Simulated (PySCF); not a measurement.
Mapped SMILES: `[F:1][CH2:2]/[CH:3]=[CH:4]/[C:5]([F:6])([F:7])[F:8]`. Hydrogens are named by the atom that carries them.

All values are calculated (PySCF 2.14.0 with density-fitted response routines): shieldings: GIAO PBE0/pcSseg-1, coordinates at the GFN2-xTB level. Isolated molecule, non-relativistic Hamiltonian, fast rotation and ring inversion assumed for equivalent nuclei, a single conformation.

Shifts are taken against calculated references (same method and geometry level): TMS for ¹³C and ¹H; ¹⁹F vs CFCl3.

```json
{"atoms": "F6/F7/F8", "nucleus": "¹⁹F", "count": "3", "Hirshfeld charge": "-0.10", "δ (ppm)": "-83.2"}
{"atoms": "C2", "nucleus": "¹³C", "count": "1", "Hirshfeld charge": "0.04", "δ (ppm)": "?"}
{"atoms": "H(C4)", "nucleus": "¹H", "count": "1", "Hirshfeld charge": "0.05", "δ (ppm)": "6.21"}
{"atoms": "C3", "nucleus": "¹³C", "count": "1", "Hirshfeld charge": "-0.03", "δ (ppm)": "?"}
{"atoms": "H(C2)", "nucleus": "¹H", "count": "2", "Hirshfeld charge": "0.06", "δ (ppm)": "5.45"}
{"atoms": "C5", "nucleus": "¹³C", "count": "1", "Hirshfeld charge": "0.26", "δ (ppm)": "132.2"}
{"atoms": "F1", "nucleus": "¹⁹F", "count": "1", "Hirshfeld charge": "-0.10", "δ (ppm)": "?"}
{"atoms": "C4", "nucleus": "¹³C", "count": "1", "Hirshfeld charge": "-0.08", "δ (ppm)": "125.7"}
{"atoms": "H(C3)", "nucleus": "¹H", "count": "1", "Hirshfeld charge": "0.06", "δ (ppm)": "6.53"}
```

Problem. Estimate the values marked ?.

Solution. 
- C3: 144.3 ppm, alkene CH; the olefinic region
- C2: 84.9 ppm, allylic sp3 CH2 bonded to F; the inductive effect lowers its shielding
- F1: -259.9 ppm, fluorine on an sp3 carbon

Shifts are as computed. Against solution values, carbons near 30 ppm lie about +3 ppm off and those near 130 ppm about +5 ppm. Of 1309 compounds with measured shifts, 239 miss one by over three times the rms of a fit or turn the order of signals round; such compounds aren't used in these exercises. Unscaled 19F shifts against computed CFCl3 carry errors that often reach 10 to 50 ppm.
